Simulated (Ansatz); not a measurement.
`O[SiH2][AlH][SnH3]` + H₂ → `O[SiH2][AlH2]` + `[SnH4]` at 298.15 K and 1 bar (hydrogenolysis of the Al–Sn bond).

Gas-phase electronic energies from Ansatz, PBE0-D4/def2-TZVP geometries. CCSD(T)/CBS is the MP2 limit (def2-TZVPP, def2-QZVPP) plus CCSD(T) − MP2 in def2-TZVPP, frozen cores. This one scheme is used for every species. def2 core potentials past Kr. For Sn outer-core shells are correlated without core-valence functions, which leaves a few kJ/mol of doubt a bond. Each species was taken in one conformer, which may not be the lowest.

| species | CCSD(T)/CBS energy (Eh) | H − E (kJ/mol) | S (J/(mol·K)) |
| --- | --- | --- | --- |
| `O[SiH2][AlH][SnH3]` | -824.51535 | 179.9 | 419.5 |
| H₂ | -1.17544 | 35.1 | 130.4 |
| `O[SiH2][AlH2]` | -609.28590 | 134.4 | 323.8 |
| `[SnH4]` | -216.39156 | 79.6 | 228.5 |

H − E and S are ideal-gas, rigid-rotor, harmonic terms from PBE0-D4/def2-TZVP, for one conformer and one mirror image of each species. For small species the MP2-based limit differs from directly extrapolated CCSD(T) by up to some mEh (0.8 for H₂); such offsets cancel only in part. 1 Eh = 2625.50 kJ/mol, R = 8.31446 J/(mol·K).

Question: By hand: ΔE, ΔH, ΔS and ΔG.

Answer: ΔE = (-609.28590) + (-216.39156) − (-824.51535) − (-1.17544) = 0.01333 Eh = 35.0 kJ/mol. Δ(H − E) = 134.4 + 79.6 − 179.9 − 35.1 = -1.0, so ΔH = 34.0 kJ/mol. ΔS = 323.8 + 228.5 − 419.5 − 130.4 = 2.4 J/(mol·K). ΔG = 34.0 − 298.15 × (2.4)/1000 = 33.3 kJ/mol.

Question: By hand: the equilibrium constant, and the temperature at which ΔG would vanish if ΔH and ΔS stayed fixed.

Answer: log₁₀ K = −ΔG/(RT ln 10) = -5.8. ΔG = 0 at ΔH/ΔS = 14167 K, far beyond where these terms or the molecules hold.

The number of gas molecules stays the same, so ΔS is small and ΔH decides. A doubt of 5 kJ/mol in ΔE shifts log₁₀ K by 0.9 here. Other conformers and mirror images would add mixing entropy, several J/(mol·K) or more a flexible species. Modes under 60 cm⁻¹, often nearly free rotors, make the harmonic entropy too high. These are equilibria of isolated gas molecules and say nothing of rates. Largest T1 diagnostic: 0.014 (customary marks: 0.02 for closed shells, 0.045 for open ones).
